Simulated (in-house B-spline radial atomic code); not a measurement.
Values are calculated unless marked as measured or tabulated.
# Ghost states of the separable form: Ru

Ru, [Kr] 4d7 5s1, non-relativistic PBE, spherical and spin-unpolarised, from an all-electron radial atomic-structure program (B-spline basis) (atomic units; all potentials screened as in the neutral atom).

Troullier-Martins channels: 5s (ε = -0.1432, r_c = 2.906 bohr), 4d (ε = -0.2030, r_c = 1.233 bohr). In the Kleinman-Bylander form one channel serves as the local potential, and each other channel l becomes |δV u><u δV|/<u|δV|u>, with δV = V_l − V_local and u the pseudo-orbital. Its strength is E_KB = <u|δV²|u>/<u|δV|u>. By the analysis of Gonze, Stumpf and Scheffler a spurious state lies below the reference level ε if E_KB > 0 and ε is above the second level of the local potential alone, or if E_KB < 0 and ε is above its first. The table's levels are those of angular momentum l in a sphere of 9 bohr, whose wall can lift a shallow ε a little above its free-atom value.

| local | channel | <u δV u> | <u δV² u> | ε | first local level | second local level |
| --- | --- | --- | --- | --- | --- | --- |
| s | d | -2.8686 | 16.448 | -0.2030 | 0.0958 | 0.3411 |
| d | s | 0.1737 | 0.59053 | -0.1417 | -6.0637 | -0.8907 |

Problem. Apply the rule to each row.

Solution. Local s, channel d: E_KB = -5.73, so ε = -0.2030 is set against 0.0958: no ghost. Local d, channel s: E_KB = +3.4, so ε = -0.1417 is set against -0.8907: a ghost.

Diagonalising the separable Hamiltonian gives:

```tsv
local	channel	three lowest levels	all-electron, two lowest valence levels
s	d	-0.2030, 0.1238, 0.4222	-0.2030, 0.1222
d	s	-4.3620, -0.1417, 0.1191	-0.1417, 0.1201
```

Problem. Which choices of local channel are safe?

Solution. Free of ghosts: s. With d local the s channel has a ghost 4.22 hartree below ε, since the local potential binds more than one state below ε, and a repulsive term of rank one raises each level at most to the next, so it clears only one of them. Among the safe choices the second level, which tests transfer, is off by at most 1.6 millihartree (s local).
